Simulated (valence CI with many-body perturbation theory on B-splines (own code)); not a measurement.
Values are calculated unless marked as measured or tabulated.
**Ho35+: magnetic and hyperfine properties of the levels**

Method: relativistic CI+MBPT: four valence electrons over a frozen Dirac-Fock core [Ar] 3d10, a basis of 11 s, 11 p, 9 d, 7 f, 5 g, 2 h, 1 i functions for each j, with the one-electron correlation potential Σ1 (screened to all orders), the two-electron term Σ2, the three-electron term Σ3, Breit, model QED; selected single and double excitations, second order for the rest (own B-spline code, finite nucleus).

The last digits are not significant, and no measured levels were compared; by estimate large intervals hold to a few tenths of a per cent, small ones and those within an open d or f shell to about a per cent.

A/g_I is the dipole constant over the nuclear g factor μ/I (μ in nuclear magnetons, uniformly magnetised nucleus), B/Q the quadrupole constant per barn. Both hold the static response of the core; the bare values leave it out. Large factors of s and p1/2 electrons are usually good to 5 to 10 %; those of open d and f shells near neutrality can be off by tens of per cent, and small factors of p3/2, d and f electrons come from cancelling terms and can be off by a factor of two or in sign, in half-filled shells by more. B is blank for J = 1/2, where it vanishes, and for nearly pure S terms. Energies count from the lowest level. Levels with J = 0 are left out.

Levels are named by their leading jj configuration (3d3/2^4 stands for four electrons in 3d with j = 3/2), which in mixed levels can hold well under half, so a name can repeat and another be missing. Letters in brackets count levels of one name in rising energy.

```
                         Level  E (cm⁻¹)      g  A/g_I (MHz)  A/g_I bare  B/Q (MHz/b)  B/Q bare
        (4s^2 4p1/2 4p3/2) J=1    420880  1.498       -25300      -24700        37900     36500
        (4s^2 4p1/2 4p3/2) J=2    450460  1.187       102000       98200        63100     60800
            (4s^2 4p3/2^2) J=2    893650  1.307        39700       38100        12500     12000
        (4s 4p1/2^2 4p3/2) J=2   1055900  1.608       254000      245000        62700     60400
        (4s 4p1/2^2 4p3/2) J=1   1157600  1.020      -170000     -163000        53900     52000
    (4s 4p1/2 4p3/2^2) J=2 [a]   1440200  1.498       156000      151000        24600     23700
        (4s^2 4p1/2 4d3/2) J=2   1455200  0.832        89900       87200         9070      8930
        (4s 4p1/2 4p3/2^2) J=3   1498800  1.314       206000      198000        -8790     -8400
        (4s^2 4p1/2 4d3/2) J=1   1563500  1.067       -83900      -80600       -16700    -16000
    (4s 4p1/2 4p3/2^2) J=1 [a]   1618400  1.235       441000      425000       -35200    -33800
    (4s 4p1/2 4p3/2^2) J=2 [b]   1619100  1.061       -28100      -26800          167       232
        (4s^2 4p1/2 4d5/2) J=3   1641600  1.123        73600       71400        24100     23500
    (4s 4p1/2 4p3/2^2) J=1 [b]   1657000  1.221       -77700      -74700        24600     23700
        (4s^2 4p1/2 4d5/2) J=2   1663700  1.271        20000       19700         7570      7350
              (4s 4p3/2^3) J=2   1953400  1.378       171000      166000       -59700    -57500
        (4s^2 4p3/2 4d3/2) J=1   1989400  1.148         6030        5960       -28000    -27000
        (4s^2 4p3/2 4d3/2) J=2   1992600  1.022        21800       21200        -9170     -8790
        (4s^2 4p3/2 4d3/2) J=3   2010900  1.147        31300       30500        59600     57600
        (4s^2 4p3/2 4d5/2) J=4   2018800  1.247        19200       18800        91900     88700
        (4s 4p1/2^2 4d3/2) J=1   2103000  0.382      -198000     -190000         6090      5970
              (4s 4p3/2^3) J=1   2114200  1.297      -110000     -105000       -17900    -17200
        (4s 4p1/2^2 4d3/2) J=2   2119000  1.189       205000      198000         9920      9740
        (4s^2 4p3/2 4d5/2) J=2   2131100  1.304       104000      101000       -59000    -56900
        (4s^2 4p3/2 4d5/2) J=3   2152600  1.152        21700       21200        19100     18600
        (4s^2 4p3/2 4d5/2) J=1   2205400  0.990       -55200      -52800         1830      1870
         (4p1/2^2 4p3/2^2) J=2   2224600  1.251       -23000      -21600        -7790     -7460
        (4s 4p1/2^2 4d5/2) J=3   2236700  1.371       151000      146000        13100     12900
        (4s 4p1/2^2 4d5/2) J=2   2347300  1.019       -47600      -45500        28700     27900
(4s 4p1/2 4p3/2 4d3/2) J=1 [a]   2474100  1.205       118000      115000       -37000    -35700
(4s 4p1/2 4p3/2 4d3/2) J=2 [a]   2479200  1.134        95700       92500       -26200    -25200
(4s 4p1/2 4p3/2 4d3/2) J=3 [a]   2492300  1.169       131000      127000         6880      6710
    (4s 4p1/2 4p3/2 4d3/2) J=4   2533900  1.222       153000      148000        39500     38200
(4s 4p1/2 4p3/2 4d5/2) J=4 [a]   2561400  1.398       105000      101000        92000     88800
(4s 4p1/2 4p3/2 4d3/2) J=2 [b]   2584500  0.893        80600       77900       -42600    -41000
```
